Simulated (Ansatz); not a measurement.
iron atom (Fe), quintet; B3LYP/def2-TZVP (Ansatz, a program for electronic structure).

Input for Ansatz:
Ansatz 0.2 input:
```yaml
crystal:
  periodic: [false, false, false]
  atoms:
    - {symbol: Fe, position_ang: [0.00000000, 0.00000000, 0.00000000]}
basis:
  gaussian:
    orbitals: def2-TZVP
hamiltonian:
  xc: b3lyp
magnetization: {spin_polarized: true, initial_magnetization: 4}
```

What the program printed (banner, timings and long lists left out):

```
Functional definition: B3LYP
305 factors; integrals over basis functions are off by at most 7.4e-5 eV
mean field evaluation 1: about -34379.9886 eV, gradient 5.2e1 eV
mean field evaluation 2: about -34286.2311 eV, gradient 2.0e2 eV
mean field evaluation 4: about -34385.8344 eV, gradient 1.2e1 eV
mean field evaluation 8: about -34386.2406 eV, gradient 1.0e1 eV
mean field evaluation 16: about -34386.9666 eV, gradient 4.3e-2 eV
mean field evaluation 32: about -34386.9517 eV, gradient 1.1e-1 eV
mean field -34386.96665086 eV, -1263.6977160960 hartree, gradient 2.9e-6 eV, S^2 6.009375; 4 other end points of the search recorded, 0 dependent functions left out
reference -34386.96679795 eV, -1263.6977215016 hartree; 15, 11 occupied and 30, 34 virtual orbitals, 305 factors
Total energy: -34386.96679795 eV, -1263.6977215016 hartree
```
